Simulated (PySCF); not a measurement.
PySCF input (PW6B95/def2-TZVPD):

```python
from pyscf import gto, scf, dft

mol = gto.M(
    atom='''
    B    -0.33798655    0.09072788   -0.26029403
    F     0.16984528    1.06678607    0.49152463
    H    -1.29656343    0.31832136   -0.94508974
    N     0.12028459   -1.22942007   -0.18464519
    H     0.61589645   -1.76709498   -0.88464550
    ''',
    basis='def2-tzvpd',
    charge=0,
    spin=1,
    verbose=4,
)

mf = dft.UKS(mol, xc='pw6b95').density_fit(auxbasis='def2-universal-jkfit')
mf.grids.level = 3
mf.conv_tol = 1e-9
mf.max_cycle = 100
mf.max_memory = 1500
mf.kernel()
if not mf.converged:
    mf = mf.newton()
    mf.kernel(mf.make_rdm1())
for _ in range(2):
    mo, _, stable, _ = mf.stability(return_status=True)
    if stable:
        break
    mf.kernel(mf.make_rdm1(mo, mf.mo_occ))
mf.analyze()
```

End of the output:

```
Extra cycle  E= -180.938107306776  delta_E= -9.38e-12  |g|= 5.41e-06  |ddm|= 7.04e-06
converged SCF energy = -180.938107306776  <S^2> = 0.75445067  2S+1 = 2.0044457
uhf_internal: lowest eigs of H = [0.10881497 0.33766497 0.40639462]
<class 'pyscf.df.df_jk.DFUKS'> wavefunction is stable in the internal stability analysis
**** SCF Summaries ****
Total Energy =                        -180.938107306776033
Nuclear Repulsion Energy =              57.630013506352256
One-electron Energy =                 -362.309488998214022
Two-electron Energy =                  123.741368185085719
Two-electron Coulomb Energy =          146.167156183249006
DFT Exchange-Correlation Energy =      -22.425787998163294
HOMO-LUMO gap [eV] =                     5.040257470586612
**** MO energy ****
                             alpha | beta                alpha | beta
MO #1   energy= -24.8785874146647  | -24.877830519507   occ= 1 | 1
MO #2   energy= -14.5022523841363  | -14.4844300902296  occ= 1 | 1
MO #3   energy= -6.90531950782383  | -6.90610996704152  occ= 1 | 1
MO #4   energy= -1.25156876206235  | -1.2494089570215   occ= 1 | 1
MO #5   energy= -0.904739023543861 | -0.851864773989465 occ= 1 | 1
MO #6   energy= -0.593750159390069 | -0.586211882043742 occ= 1 | 1
MO #7   energy= -0.537701304468964 | -0.52740855412036  occ= 1 | 1
MO #8   energy= -0.505978929126233 | -0.493852441493759 occ= 1 | 1
MO #9   energy= -0.482968488922661 | -0.48170896510316  occ= 1 | 1
MO #10  energy= -0.411258825587272 | -0.391124102011712 occ= 1 | 1
MO #11  energy= -0.350452157434967 | -0.326120469595001 occ= 1 | 1
MO #12  energy= -0.338458490757788 | -0.140894422421876 occ= 1 | 0
MO #13  energy= -0.00412199134979208 | -0.0010619761066723 occ= 0 | 0
MO #14  energy= 0.00307473258535267 | 0.00640654569510323 occ= 0 | 0
MO #15  energy= 0.0425149725473918 | 0.0459182406914868 occ= 0 | 0
MO #16  energy= 0.0547002615772436 | 0.058553658135928  occ= 0 | 0
MO #17  energy= 0.0863543412919174 | 0.0879112473623505 occ= 0 | 0
MO #18  energy= 0.106501191425633  | 0.1075755740575    occ= 0 | 0
MO #19  energy= 0.11039708704457   | 0.112560568304198  occ= 0 | 0
MO #20  energy= 0.111802109218539  | 0.119612578402474  occ= 0 | 0
MO #21  energy= 0.127859864678341  | 0.130438180520019  occ= 0 | 0
MO #22  energy= 0.135109547784271  | 0.138391808128108  occ= 0 | 0
MO #23  energy= 0.158392192712364  | 0.162071854092398  occ= 0 | 0
MO #24  energy= 0.175261746214913  | 0.178209935081024  occ= 0 | 0
MO #25  energy= 0.188282817647253  | 0.190908801852234  occ= 0 | 0
MO #26  energy= 0.197729458932657  | 0.199100961512761  occ= 0 | 0
MO #27  energy= 0.213395690610859  | 0.214784871152226  occ= 0 | 0
MO #28  energy= 0.230105251640375  | 0.231385715457377  occ= 0 | 0
MO #29  energy= 0.245674953386301  | 0.250107289237944  occ= 0 | 0
MO #30  energy= 0.259145725874508  | 0.262968558077428  occ= 0 | 0
MO #31  energy= 0.268958828604624  | 0.272936350084127  occ= 0 | 0
MO #32  energy= 0.286575444328726  | 0.291065566735424  occ= 0 | 0
MO #33  energy= 0.311284685935534  | 0.314231742629787  occ= 0 | 0
MO #34  energy= 0.319537319970933  | 0.3227175414703    occ= 0 | 0
MO #35  energy= 0.348291509888937  | 0.354817613414427  occ= 0 | 0
MO #36  energy= 0.364347942447314  | 0.36578682268345   occ= 0 | 0
MO #37  energy= 0.383153136801549  | 0.389212002888652  occ= 0 | 0
MO #38  energy= 0.403249893229334  | 0.40766223391445   occ= 0 | 0
MO #39  energy= 0.435878197768614  | 0.440448444229101  occ= 0 | 0
MO #40  energy= 0.444061177007233  | 0.448542988368395  occ= 0 | 0
MO #41  energy= 0.468846225293202  | 0.472948359647956  occ= 0 | 0
MO #42  energy= 0.49162380970493   | 0.494896729347312  occ= 0 | 0
MO #43  energy= 0.525151675144879  | 0.53071740290813   occ= 0 | 0
MO #44  energy= 0.540107572321827  | 0.54634182785503   occ= 0 | 0
MO #45  energy= 0.561672422010678  | 0.576593688105544  occ= 0 | 0
MO #46  energy= 0.578874430078774  | 0.585133725222109  occ= 0 | 0
MO #47  energy= 0.592971168877616  | 0.601198874273078  occ= 0 | 0
MO #48  energy= 0.611382594652902  | 0.61680846451393   occ= 0 | 0
MO #49  energy= 0.624597623448972  | 0.62631656404494   occ= 0 | 0
MO #50  energy= 0.626744807455518  | 0.632306082100498  occ= 0 | 0
MO #51  energy= 0.643929058356303  | 0.651451284986841  occ= 0 | 0
MO #52  energy= 0.697529184074155  | 0.699180950672628  occ= 0 | 0
MO #53  energy= 0.709987517071432  | 0.711907661571544  occ= 0 | 0
MO #54  energy= 0.728976434227726  | 0.734573571308892  occ= 0 | 0
MO #55  energy= 0.797715316965015  | 0.802150589978773  occ= 0 | 0
MO #56  energy= 0.812349006813813  | 0.815321603956533  occ= 0 | 0
MO #57  energy= 0.869973531900317  | 0.877515837827648  occ= 0 | 0
MO #58  energy= 0.942553261905243  | 0.947197358592021  occ= 0 | 0
MO #59  energy= 0.973495512304968  | 0.97581961362873   occ= 0 | 0
MO #60  energy= 1.01372567056054   | 1.01821891443966   occ= 0 | 0
MO #61  energy= 1.02492621560778   | 1.02852708097909   occ= 0 | 0
MO #62  energy= 1.05138869453835   | 1.0563942820669    occ= 0 | 0
MO #63  energy= 1.13646052215425   | 1.13870444145907   occ= 0 | 0
MO #64  energy= 1.16522470504708   | 1.17408280476791   occ= 0 | 0
MO #65  energy= 1.23220708343821   | 1.23598657530106   occ= 0 | 0
MO #66  energy= 1.29511768578173   | 1.31536146588393   occ= 0 | 0
MO #67  energy= 1.3105262110665    | 1.32965641652448   occ= 0 | 0
MO #68  energy= 1.3913799785291    | 1.41204277606024   occ= 0 | 0
MO #69  energy= 1.41938824397157   | 1.43475965285442   occ= 0 | 0
MO #70  energy= 1.50582035717443   | 1.52606763403905   occ= 0 | 0
MO #71  energy= 1.5406761127265    | 1.54245730154541   occ= 0 | 0
MO #72  energy= 1.60511582104975   | 1.61969313951977   occ= 0 | 0
MO #73  energy= 1.64051634521073   | 1.64642771357111   occ= 0 | 0
MO #74  energy= 1.80416216218044   | 1.80440784763037   occ= 0 | 0
MO #75  energy= 1.84265638752965   | 1.84713117342209   occ= 0 | 0
MO #76  energy= 1.86408414854138   | 1.86630911224861   occ= 0 | 0
MO #77  energy= 1.92176438415443   | 1.92305136620928   occ= 0 | 0
MO #78  energy= 1.96344226677754   | 1.97281402844769   occ= 0 | 0
MO #79  energy= 1.98112852738594   | 1.98917501527421   occ= 0 | 0
MO #80  energy= 1.99463135332257   | 1.99797980389006   occ= 0 | 0
MO #81  energy= 2.05668033620859   | 2.06977085361401   occ= 0 | 0
MO #82  energy= 2.09144501149744   | 2.09723833836519   occ= 0 | 0
MO #83  energy= 2.1288448291096    | 2.13585593778055   occ= 0 | 0
MO #84  energy= 2.19647334923113   | 2.20592228907013   occ= 0 | 0
MO #85  energy= 2.25523797371259   | 2.27260937188956   occ= 0 | 0
MO #86  energy= 2.27906621054066   | 2.29500999532234   occ= 0 | 0
MO #87  energy= 2.33886521125903   | 2.35448407419688   occ= 0 | 0
MO #88  energy= 2.45918607310683   | 2.47219955667013   occ= 0 | 0
MO #89  energy= 2.48438239754188   | 2.48965026629778   occ= 0 | 0
MO #90  energy= 2.4860612937797    | 2.49752127229163   occ= 0 | 0
MO #91  energy= 2.54207687137304   | 2.56897604195954   occ= 0 | 0
MO #92  energy= 2.710097631599     | 2.72440716554712   occ= 0 | 0
MO #93  energy= 2.74353840192842   | 2.75552811032097   occ= 0 | 0
MO #94  energy= 2.82805338666727   | 2.83660151398955   occ= 0 | 0
MO #95  energy= 2.85639479176408   | 2.85869412054921   occ= 0 | 0
MO #96  energy= 2.96948275834602   | 2.9729339677584    occ= 0 | 0
MO #97  energy= 2.99725517357799   | 3.00556787771779   occ= 0 | 0
MO #98  energy= 3.06716606856708   | 3.07275343424506   occ= 0 | 0
MO #99  energy= 3.11089904554099   | 3.12225088351367   occ= 0 | 0
MO #100 energy= 3.18211432985172   | 3.19282019631867   occ= 0 | 0
MO #101 energy= 3.45660326293591   | 3.47270980895136   occ= 0 | 0
MO #102 energy= 3.59208441795898   | 3.60181130408119   occ= 0 | 0
MO #103 energy= 3.86015156611672   | 3.87230454547849   occ= 0 | 0
MO #104 energy= 3.98009804249757   | 4.01099003660116   occ= 0 | 0
[...]
```

It need not be the lowest isomer of its formula.
